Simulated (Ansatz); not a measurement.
Ansatz (a quantum-chemistry and plane-wave program) was given this input:
Ansatz 0.2 input:
```yaml
crystal:
  periodic: [false, false, false]
  atoms:
    - {symbol: O, position_ang: [-0.00000000, -0.00000000, -0.10875384]}
    - {symbol: H, position_ang: [0.00000000, 0.00000000, 0.87003075]}
basis:
  gaussian:
    orbitals: pcseg-1.json
total_charge: -1
magnetization: {spin_polarized: false}
correlation: {method: ccsd, electrons: all}
```
The basis file holds pcseg-1 in the JSON format of the Basis Set Exchange.

Task: Give the total energy at the level CCSD/pcseg-1 in Ansatz.

Result: -75.535825 Ha

Task: Give the T1 diagnostic at the level CCSD/pcseg-1.

Result: 0.004

Task: Give the number of basis functions at the level CCSD/pcseg-1.

Result: 19

Task: Predict the coupled-cluster correlation energy (without the perturbative part) from CCSD/pcseg-1.

Result: -0.2069 Eh

Task: What is the computed MP2 correlation energy (CCSD/pcseg-1)?

Result: -0.2018 Eh

A gas-phase anion may not be bound at this level; its values then depend on the basis.
